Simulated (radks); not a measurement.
The numbers below are computed, except where a source is named.
Question: Spherical quantum dot in the effective-mass picture: electrons in a well V = -V0 / (1 + exp((r - R)/a)) with V0 = 30.4, R = 1.81, a = 0.18, with a point charge +2 (a donor) at the centre, all in effective atomic units (hartree* = m*/eps^2 hartree, bohr* = eps/m* bohr), one dielectric constant everywhere. Level of theory: non-relativistic Kohn-Sham, r2SCAN, spin-polarised, spherical densities, generalised Kohn-Sham scheme (a radial shooting solver with Libxc functionals). Levels are named by radial order and angular momentum (1s, 1p, 1d, 2s, ...), and open shells are averaged over m. At N = 10 the configuration is 1s2 1p6 1d(up 1, down 0) 2s(up 1, down 0). Does electron 11 go into 1d down or 2s down or 1d up?

Answer: Into 1d up. The total energies of the other choices lie higher by 0.0876 hartree* (2s down), 0.124 hartree* (1d down).
